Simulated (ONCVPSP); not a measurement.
# What one change does to a pseudopotential (La (Z = 57), ONCV)

```
Element                 : lanthanum
Generator               : ONCVPSP 4.0.1
Type                    : optimised norm-conserving Vanderbilt (ONCV)
Functional              : PBEsol
Relativity              : scalar-relativistic
Frozen core             : [Kr] 4d10
Valence charge          : 11
Reference configuration : 5s2 5p6 5d1.5 6s1.5
Partial waves           : 5s+6s: rc 2.40 bohr, ncon 3, nbas 6, qcut 4.6 1/bohr, 2 projectors; 5p: rc 3.00 bohr, ncon 3, nbas 7, qcut 4.9 1/bohr, 2 projectors, debl 1.1 Ha; 5d: rc 4.00 bohr, ncon 4, nbas 9, qcut 4.6 1/bohr, 2 projectors, debl 2.8 Ha; f scattering state at 0.38 Ha: rc 2.40 bohr, ncon 5, nbas 8, qcut 4.2 1/bohr, local
Local potential         : the f channel
Core correction         : none
```

In the f channel the program set the typed energies aside and used -0.130 Ha.

All-electron outer shells of the reference configuration (PBEsol, scalar-relativistic, ld1.x):

```csv
shell,level (eV),outermost node (bohr),outermost maximum (bohr)
5s,-38.12,0.77,1.41
5p,-21.63,0.83,1.58
6s,-3.42,1.87,3.88
5d,-2.60,0.95,2.24
```

Change: p: rc 4.44. In the p channel the program set the typed energies aside and used -0.795, 0.050 Ha. In the f channel the program set the typed energies aside and used -0.130 Ha.

Cutoffs: the cutoffs (Ha) at which the residual kinetic energy of the hardest occupied pseudo-wave falls to 1 and 0.1 mHa per electron; they do not see the model core or the augmentation charge, which bear on the density cutoff. Errors are all-electron minus pseudo energies relative to the spin-unpolarised reference configuration.

Q: What does the change do?

A: The potential gets neither clearly harder nor softer (7.5 Ha and 9.1 Ha → 7.5 Ha and 9.1 Ha); both files keep a bound ghost (p, s); of the 4 tests that both files solve, the error grows in 1 and shrinks in 3 by more than 15 % and 0.3 meV (median size 1.2 → 1.7 meV).

```tsv
quantity	base	changed
cutoff, loose	7.5 Ha	7.5 Ha
cutoff, tight	9.1 Ha	9.1 Ha
loose cutoff by channel	s 7.5 Ha, p 5.1 Ha, d 5.3 Ha	s 7.5 Ha, p 4.7 Ha, d 5.3 Ha
bound ghosts	s, p	s, p
GHOST(+) flags under 300 eV	s at 24.1 eV, d at 41.8 eV	s at 24.1 eV, d at 41.8 eV
error for 5s2 5p6 5d1 6s2, meV [ΔE -0.35 eV]	+0.9	+0.5
error for 5s2 5p6 5d1 6s1, meV [ΔE 5.64 eV]	+1.5	+1.2
error for 5s2 5p6 5d1 6s0, meV [ΔE 16.49 eV]	+0.9	-4.0
error for 5s2 5p6 5d0 6s2, meV [ΔE 6.05 eV]	+6.9	+2.2
s: phases at 2.43 bohr within 0.05 rad from the reference energy up to (Ha; the scan ends near 5)	0.4	0.4
d: phases at 4.07 bohr within 0.05 rad from the reference energy up to (Ha; the scan ends near 5)	0.4	0.4
f: phases at 2.43 bohr within 0.05 rad from the reference energy up to (Ha; the scan ends near 5)	-0.0	-0.0
```

Base: The cutoffs count occupied waves only; projector 1 of the f channel, the hardest unoccupied one, needs 47 Ha at the loose tolerance. Changed file: The cutoffs count occupied waves only; projector 1 of the f channel, the hardest unoccupied one, needs 47 Ha at the loose tolerance. A true bound ghost makes a file unfit for plane-wave use even where its test errors are small: the radial tests pick states by their node count and pass the ghost by.
